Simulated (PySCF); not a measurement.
## Telling isomers of C₂H₁₃NOSi₃ apart by NMR

No solvent model, no relativistic terms, a single conformation, rapidly exchanging positions averaged. NMR shieldings at PBE0/pcSseg-1/GIAO; structure optimised with PBE0-D3(BJ)/def2-SVP; PySCF 2.14.

δ = σ(ref) − σ, references computed at the same level: 1H (σ = 31.27 ppm), 13C (σ = 184.41 ppm) against TMS. Where no couplings were computed, multiplicities follow the n + 1 count of equivalent neighbours, and m marks all less simple cases (inequivalent or close neighbours, rings, F or P nearby). Shifts are as computed. Against solution values, carbons near 30 ppm lie about +2 ppm off and those near 130 ppm about +5 ppm. Of 1309 compounds with measured shifts, 239 miss one by over three times the rms of a fit or turn the order of signals round; such compounds aren't used in these exercises.

(1) Tabulate the signals of `CN(C)[Si@@H]([SiH3])O[SiH3]`, `CN(C)[SiH2][SiH2]O[SiH3]`, `CCO[SiH2]N([SiH3])[SiH3]` and their relative energies.

(2) What is the quickest way to tell CN(C)[SiH2][SiH2]O[SiH3] from CCO[SiH2]N([SiH3])[SiH3]?

(3) What is the quickest way to tell CN(C)[Si@@H]([SiH3])O[SiH3] from CN(C)[SiH2][SiH2]O[SiH3]?

(4) What is the quickest way to tell CN(C)[Si@@H]([SiH3])O[SiH3] from CCO[SiH2]N([SiH3])[SiH3]?

Results:

(1) 
```tsv
SMILES	carbon types	δC	δH	E rel. (kcal/mol)
CN(C)[Si@@H]([SiH3])O[SiH3]	2×CH3	41.3	5.07 (q, 1H), 4.92 (s, 3H), 3.38 (d, 3H), 2.69 (s, 6H)	4.6
CN(C)[SiH2][SiH2]O[SiH3]	2×CH3	42.0	5.41 (t, 2H), 4.93 (s, 3H), 4.85 (t, 2H), 2.36 (s, 6H)	12.0
CCO[SiH2]N([SiH3])[SiH3]	1×CH2 1×CH3	62.7, 19.6	5.05 (s, 2H), 4.61 (s, 6H), 3.85 (q, 2H), 1.39 (t, 3H)	0.0
```

Energies are electronic energies at PBE0/pcSseg-1 on these geometries, without zero-point or thermal terms, each for the one conformer computed, which needn't be the lowest.

(2) Count the carbon signals: 1 against 2. The first has a methyl carbon bonded to N (CH3) at 42.0 ppm, the second an sp3 CH2 bonded to O at 62.7 ppm.

(3) Both give the same number of carbon signals, with the same numbers of each carbon type, so the positions decide. The first has a methyl carbon bonded to N (CH3) at 41.3 ppm, the second a methyl carbon bonded to N (CH3) at 42.0 ppm.

(4) Count the carbon signals: 1 against 2. The first has a methyl carbon bonded to N (CH3) at 41.3 ppm, the second an sp3 CH2 bonded to O at 62.7 ppm.
